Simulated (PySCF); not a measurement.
## How methods differ on the excitation energy of Xe+

Xe+ [Kr] 4d10 5s2 5p5 (2P) → Xe+ [Kr] 4d10 5s1 5p6 (2S), as a difference of total energies. Computed with PySCF 2.14 in aug-cc-pwCVTZ-DK3, with scalar relativity by spin-free X2C-1e. Correlated levels: valence: [Kr] 4d10 frozen. The calculations carry no spin-orbit coupling.

```tsv
method	excitation energy (eV)	error (eV)
UHF	14.906	+4.075
MP2 (valence)	12.934	+2.103
SCS-MP2 (valence)	12.711	+1.880
CCSD (valence)	11.561	+0.730
CCSD(T) (valence)	10.700	-0.131
```

Reference: 10.831 eV (measured; NIST levels, between the centres of gravity of the two terms).

Errors of the correlated levels include the incompleteness of this basis and the frozen core.

The coupled-cluster amplitudes are large for the upper state (T1 above 0.03 or a double amplitude above 0.15), so a single reference is strained.
